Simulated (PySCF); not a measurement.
Computed IR spectrum (relative IR intensity) of a molecule C2H6FNOSi. Geometry: PBE-D3(BJ)/def2-SVP. Other conformers were not sampled. Level of theory: PBE-D3(BJ)/def2-SVP (PySCF). Frequencies are harmonic and unscaled.

Lines under 2 % of the strongest are left out, and lines within 2 cm⁻¹ are merged.

```csv
ν (cm⁻¹),relative intensity
226,4.3
275,23
322,24
336,18
390,17
459,8.0
544,7.9
760,5.8
776,6.0
796,6.5
848,4.8
861,11
885,15
893,71
912,97
1148,18
1200,100
1264,69
1487,14
2180,39
2227,36
3059,9.3
3133,2.8
3510,10
3610,12
```

**Question.** Which molecule gave these data?
A) FC/N=C/O[SiH3]
B) N[SiH2]O/C=C/F
C) C/N=C\O[SiH2]F
D) O[Si]1(F)CNC1

**Answer.** B, N[SiH2]O/C=C/F
